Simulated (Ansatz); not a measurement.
Cost and result for the atomization energy of C3H7GaO (12 atoms, 11 bonds).

Z-matrix (Å, degrees):
```
C
C 1 1.518
H 1 1.094 2 110.1
H 1 1.092 2 110.4 3 -119.7
H 1 1.093 2 111.1 3 120.0
C 2 1.518 1 111.8 3 -59.7
O 2 1.398 1 110.4 3 63.6
H 2 1.100 1 108.2 3 -178.8
H 6 1.092 2 110.4 1 179.4
H 6 1.094 2 110.1 1 59.7
H 6 1.093 2 111.1 1 -60.3
Ga 7 1.789 2 161.1 1 -62.9
```

Charge 0, multiplicity 1. Correlated methods include outer-core shells of Ga, which these sets cover unevenly. Scalar relativity is left out up to krypton. The bonds changed during the relaxation, so this is another structure than the one it started from. Geometry: relaxed with PBE0-D4/def2-TZVP. Program: Ansatz. All runs use 4 threads of an Arm Neoverse V1 on a shared host. Times are those of one run each, without the atoms' runs, and a repeat can differ threefold. Electronic energies, without spin–orbit coupling; frozen cores. CCSD(T)/CBS adds CCSD(T) − MP2 in def2-TZVPP to the MP2 limit, and its time is that of the two runs behind it. T1 = 0.015. With those shells the extrapolation isn't a true limit. B3LYP takes the VWN-RPA correlation (the form of Gaussian; ORCA's B3LYP/G).

CCSD(T)/CBS is a level of theory with its own doubt, some kJ/mol a heavy atom from the limit and from the frozen cores, so smaller differences don't rank the functionals.

```
                             level  functions  atomization (kcal/mol)  difference from CCSD(T)/CBS  per bond
                    MP2/def2-QZVPP        527                  1103.9                          5.6       0.5
                ωB97X-V/def2-TZVPP        270                  1097.8                         -0.5       0.0
                 CCSD(T)/CBS(def2)          –                  1098.3                          0.0       0.0
                 B2PLYP/def2-TZVPP        270                  1086.4                        -11.9      -1.1
                CCSD(T)/def2-TZVPP        270                  1072.9                        -25.4      -2.3
r2SCAN-D4/def2-TZVPP (with forces)        270                  1099.7                          1.4       0.1
 B3LYP-D4/def2-TZVPP (with forces)        270                  1096.9                         -1.4      -0.1
                PBE0-D4/def2-TZVPP        270                  1099.9                          1.6       0.2
   PBE-D4/def2-TZVPP (with forces)        270                  1119.0                         20.7       1.9
  ωB97M-V/def2-TZVPP (with forces)        270                  1098.4                          0.1       0.0
```

**Question.** Order the runs by time, with rough figures. (An estimate is asked.)

**Answer.** Computed: PBE-D4/def2-TZVPP (with forces) 3.6 s; PBE0-D4/def2-TZVPP 4.2 s; r2SCAN-D4/def2-TZVPP (with forces) 7 s; B3LYP-D4/def2-TZVPP (with forces) 7 s; B2PLYP/def2-TZVPP 8.5 s; ωB97X-V/def2-TZVPP 11 s; ωB97M-V/def2-TZVPP (with forces) 16 s; MP2/def2-QZVPP 40 s; CCSD(T)/def2-TZVPP 6 min; CCSD(T)/CBS(def2) 6.7 min.

From PBE to PBE0 (25 % exact exchange), in def2-TZVPP and without D4, the atomization energy moves by −18.2 kcal/mol: exact exchange takes away binding that semilocal exchange gives to molecules. In def2-TZVPP, CCSD(T) changes the Hartree–Fock value by +265.3 kcal/mol (the triples alone add +15.6 kcal/mol) and MP2 by +281.4 kcal/mol; breaking electron pairs costs correlation energy, which Hartree–Fock lacks. The D4 term adds +9.8 kcal/mol with B3LYP and +5.2 kcal/mol with PBE0; it sums over pairs of atoms, weighted by their polarisabilities, and B3LYP, whose exchange is more repulsive, gets the larger term.
